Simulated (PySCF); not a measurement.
B₂O₃, SMILES O=BOB=O.

The structure is a stationary point at PBE0-D3(BJ)/def2-SVP. The values are those of a single conformer.

Computed with PBE/def2-TZVPD (PySCF).

The molecule is in vacuum.

```yaml
total_energy: -275.34327 hartree
point_group: D∞h
highest_occupied_level: -8.61 eV
lowest_empty_level: -2.10 eV
orbital_gap: 6.50 eV
dipole_moment: 0.00 D
quadrupole, principal values (traceless, Buckingham form, about the centre of nuclear charge): -19.99, 9.99, 9.99 D·Å
mean_static_polarisability: 36.4 bohr³ (5.40 Å³)
polarisability_principal_values: 26.3, 26.3, 56.7 bohr³
```
